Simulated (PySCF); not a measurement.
# NMR data sheet: C₄H₁₃FSi₄

| Property | Result |
| --- | --- |
| Formula | C4H13FSi4 |
| SMILES | C=C(C)[Si@@]1(F)[SiH2][SiH2][Si@H]1C |
| Point group of the computed structure | C1 |
| Degrees of unsaturation | 2 |
| Carbon signals | 4 |
| Proton signals | 9 |

Numbering as in the mapped SMILES `[CH2:1]=[C:2]([CH3:3])[Si@@:4]1([F:5])[SiH2:6][SiH2:7][Si@H:8]1[CH3:9]`. Hydrogens are named by the atom that carries them. Ha(C1) is cis to C3; Ha(Si6), Ha(Si7) are cis to C9 on the ring; Hb(C1) is trans to C3; Hb(Si6), Hb(Si7) are trans to C9 on the ring.

Calculated, not measured (PySCF 2.14.0 with density-fitted response routines): structure optimised with GFN2-xTB, σ from GIAO-PBE0/pcSseg-1. Rapidly exchanging positions averaged, relativity neglected, one conformer, no solvent.

Scale: ¹H (σref 31.72) and ¹³C (σref 186.93) and ²⁹Si (σref 349.16) against TMS; ¹⁹F (σref 170.95) vs CFCl3 (reference shieldings calculated alike).

```tsv
carbon	δC, type	δH (multiplicity)	HMBC from (2–3 bonds)	span of the C tensor (ppm)
C1	134.4, CH2	Ha(C1) 6.23 (m); Hb(C1) 5.92 (m)	H(C3)	215
C2	151.7, C	–	Ha(C1), Hb(C1), H(Si8), Hb(Si6), Ha(Si6), H(C3)	235
C3	24.4, CH3	1.93 (s)	Ha(C1), Hb(C1)	36
C9	-7.3, CH3	0.33 (d)	H(Si8), Hb(Si7), Ha(Si7)	16
```

Other nuclei:
```csv
atoms,nucleus,environment,δ (ppm),σ (ppm)
H(Si8),¹H,"hydrogen on a silicon bonded to C, 2 Si, in a 4-membered ring",5.08,26.63
Hb(Si6),¹H,"hydrogen on a silicon bonded to 2 Si, in a 4-membered ring",4.25,27.46
Ha(Si6),¹H,"hydrogen on a silicon bonded to 2 Si, in a 4-membered ring",4.11,27.61
Hb(Si7),¹H,"hydrogen on a silicon bonded to 2 Si, in a 4-membered ring",3.96,27.76
Ha(Si7),¹H,"hydrogen on a silicon bonded to 2 Si, in a 4-membered ring",3.72,28.00
F5,¹⁹F,fluorine bonded to Si,-233.3,404.3
Si4,²⁹Si,"silicon bonded to C, F, 2 Si, in a 4-membered ring",63.5,285.6
Si8,²⁹Si,"silicon bonded to C, 2 Si, H, in a 4-membered ring",-35.3,384.4
Si6,²⁹Si,"silicon bonded to 2 Si, 2 H, in a 4-membered ring",-94.1,443.2
Si7,²⁹Si,"silicon bonded to 2 Si, 2 H, in a 4-membered ring",-111.2,460.4
```

- Carbon types of the structure: 1 × C, 1 × CH2, 2 × CH3, leaving 5 H on heteroatoms.
- δC 151.7: fully substituted alkene carbon; the olefinic region.
- δC 134.4: terminal =CH2 carbon; an sp2 carbon of a C=C bond.
- δC 24.4: allylic methyl carbon; a saturated carbon with 1 carbon neighbour and no heteroatom attached.
- δH 6.23, 5.92: hydrogen on a terminal =CH2 carbon; olefinic region.
- δH 1.93: hydrogen on an allylic methyl carbon; allylic position.

Splittings by ¹⁹F in the carbon and heteronuclear signals aren't shown, as no couplings were computed. Shifts are as computed. Against solution values, carbons near 30 ppm lie about +3 ppm off and those near 130 ppm about +5 ppm. Of 1309 compounds with measured shifts, 239 miss one by over three times the rms of a fit or turn the order of signals round; such compounds aren't used in these exercises. Unscaled 19F shifts against computed CFCl3 carry errors that often reach 10 to 50 ppm. No couplings were computed; multiplicities are counted from neighbouring protons, with m where these are inequivalent, close in shift, in a saturated or five-membered ring or joined by F or P, and br s for small geminal =CH2 splittings.
